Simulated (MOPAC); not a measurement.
MOPAC input (AM1):

```
AM1 1SCF UHF MS=0.5 GEO-OK AUX(PRECISION=9) THREADS=1
ClTe

Te   -0.00000000 1   -0.00000000 1   -0.55241785 1
Cl    0.00000000 1    0.00000000 1    1.68974872 1
```

Output:

```
 *******************************************************************************
 **                                                                           **
 **                              MOPAC v23.2.5                                **
 **                                                                           **
 *******************************************************************************
 ** MOPAC's Digital Object Identifier: https://doi.org/10.5281/zenodo.6511958 **
 **                                                                           **
 ** Please cite the open-source release paper for use of this MOPAC version:  **
 ** J. E. Moussa and J. J. P. Stewart (2026)                                  **
 ** MOPAC: An open-source semiempirical molecular orbital program             **
 ** J. Open Source Softw., 11(119), 8025, https://doi.org/10.21105/joss.08025 **
 *******************************************************************************

                              AM1 CALCULATION RESULTS

 *******************************************************************************
 *  AM1        - The AM1 Hamiltonian to be used
 *  GEO-OK     - OVERRIDE INTERATOMIC DISTANCE AND OTHER SAFETY CHECKS
 *  UHF        - UNRESTRICTED HARTREE-FOCK CALCULATION
 *  MS=        - IN MECI, MAGNETIC COMPONENT OF SPIN =  0.5
 *  1SCF       - DO 1 SCF AND THEN STOP
 *  AUX        - OUTPUT AUXILIARY INFORMATION
 *******************************************************************************
AM1 1SCF UHF MS=0.5 GEO-OK AUX(PRECISION=9) THREADS=1
 ClTe

   ATOM   CHEMICAL          X               Y               Z
  NUMBER   SYMBOL      (ANGSTROMS)     (ANGSTROMS)     (ANGSTROMS)

     1      Te         -0.00000000  *  -0.00000000  *  -0.55241785  *
     2      Cl          0.00000000  *   0.00000000  *   1.68974872  *

          CARTESIAN COORDINATES

    NO.       ATOM           X           Y           Z

     1        Te         -0.0000     -0.0000     -0.5524
     2        Cl          0.0000      0.0000      1.6897

 Cl: (AM1): M.J.S. DEWAR AND E. G. ZOEBISCH, THEOCHEM, 180, 1 (1988).
 Te: (AM1): J. J. P. STEWART, J. MOL. MOD., 10, 155-164 (2004)

           Empirical Formula: Te Cl  =     2 atoms

      MOLECULAR POINT GROUP   :   C*v

          UHF CALCULATION, NO. OF ALPHA ELECTRONS =    7
                           NO. OF BETA  ELECTRONS =    6

 -------------------------------------------------------------------------------
 AM1 1SCF UHF MS=0.5 GEO-OK AUX(PRECISION=9) THREADS=1
 ClTe

     1SCF WAS SPECIFIED, SO BFGS WAS NOT USED
     SCF FIELD WAS ACHIEVED

                              AM1 CALCULATION
                                                       MOPAC v23.2.5 Linux

          FINAL HEAT OF FORMATION =         12.30361 KCAL/MOL =      51.47832 KJ/MOL

          COSMO AREA              =         94.43 SQUARE ANGSTROMS
          COSMO VOLUME            =         80.96 CUBIC ANGSTROMS

          IONIZATION POTENTIAL    =          6.942168 EV
          ALPHA SOMO LUMO (EV)    =         -7.706 -1.740
          BETA  SOMO LUMO (EV)    =         -6.942 -2.144
          NO. OF ALPHA ELECTRONS  =          7
          NO. OF BETA  ELECTRONS  =          6
          MOLECULAR WEIGHT        =        163.0530         POINT GROUP:  C*v

          MOLECULAR DIMENSIONS (Angstroms)

            Atom       Atom       Distance
           Cl     2   Te     1     2.24217
           Cl     2   Te     1     0.00000
           Te     1   Cl     2     0.00000

          SCF CALCULATIONS        =          1

   ATOM   CHEMICAL          X               Y               Z
  NUMBER   SYMBOL      (ANGSTROMS)     (ANGSTROMS)     (ANGSTROMS)

     1      Te         -0.00000000  *  -0.00000000  *  -0.55241785  *
     2      Cl          0.00000000  *   0.00000000  *   1.68974872  *

                             CARTESIAN COORDINATES

   1   Te       -0.000000000    -0.000000000    -0.552417850
   2   Cl        0.000000000     0.000000000     1.689748720

           Empirical Formula: Te Cl  =     2 atoms

      MOLECULAR POINT GROUP   :   C*v

          ALPHA EIGENVALUES
 -37.16571 -25.20584 -13.33545 -13.13513 -12.89738  -9.07912  -7.70559  -1.73967

           BETA EIGENVALUES
 -37.10809 -21.79830 -12.85793 -12.76413 -12.63102  -6.94217  -2.14400  -1.24315

              NET ATOMIC CHARGES AND DIPOLE CONTRIBUTIONS

  ATOM NO.   TYPE          CHARGE      No. of ELECS.   s-Pop       p-Pop
    1         Te           0.239346        5.7607     1.98006     3.78059
    2         Cl          -0.239346        7.2393     1.98534     5.25400
 DIPOLE           X         Y         Z       TOTAL
 POINT-CHG.     0.000     0.000    -2.578     2.578
 HYBRID        -0.000     0.000     0.966     0.966
 SUM           -0.000     0.000    -1.612     1.612

          ATOMIC ORBITAL ELECTRON POPULATIONS

     Atom    s        px        py        pz
    1 Te   1.98006   2.00000   1.05235   0.72824
    2 Cl   1.98534   2.00000   1.94765   1.30635

                    (SZ)    =    0.500000
                    (S**2)  =    0.755759

          ATOMIC ORBITAL SPIN POPULATIONS

    Atom   Total    s     px     py     pz
         Atomic
    1 Te  1.0190  0.001  0.000  0.948  0.070
    2 Cl -0.0190  0.001  0.000  0.052 -0.072

 **********************
 *                    *
 * JOB ENDED NORMALLY *
 *                    *
 **********************

 == MOPAC DONE ==
```
